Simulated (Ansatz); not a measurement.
System: CH₇ClNSi₂, charge 0, multiplicity 2. It need not be the lowest isomer of its formula. SMILES: [SiH3]N[Si@@H](Cl)[CH2]
Geometry from a B3LYP-D3(BJ)/def2-TZVP (Ansatz, a quantum-chemistry and plane-wave program) optimisation:
```
N
H 1 1.0119
Si 1 1.7147 2 114.44
Si 1 1.7367 2 115.84 3 167.67
H 3 1.4775 1 107.37 2 -24.20
H 4 1.4782 1 106.99 2 -178.80
H 4 1.4824 6 109.49 1 -121.82
H 4 1.4825 6 109.82 7 -118.16
C 3 1.8309 5 113.94 1 123.18
H 9 1.0830 3 122.52 5 92.88
H 9 1.0843 10 115.42 3 178.02
Cl 3 2.0848 5 105.36 1 -120.31
```
Charge 0, spin multiplicity 2.

Atomisation energy built up term by term with Ansatz (kcal/mol; UHF references for open shells; valence terms freeze the core; atomic spin-orbit terms are left out). CBS(X,Y): correlation extrapolated as X^-3; Hartree-Fock from the larger set.

| term | basis | kcal/mol |
|---|---|---|
| Hartree-Fock | cc-pV(Q+d)Z | 719.57 |
| CCSD correlation | CBS(cc-pV(T+d)Z,cc-pV(Q+d)Z) | ___ |
| (T) | CBS(cc-pV(T+d)Z,cc-pV(Q+d)Z) | ___ |
| core correlation | cc-pwCVTZ | 1.61 |
| scalar relativity (X2C) | cc-pVTZ-DK against cc-pVTZ | -2.14 |
| sum: De |  | ___ |

**Question.** Complete the blanks.

**Answer.** 
- CCSD correlation, kcal/mol: 229.44
- (T), kcal/mol: 12.82
- sum: De, kcal/mol: 961.3
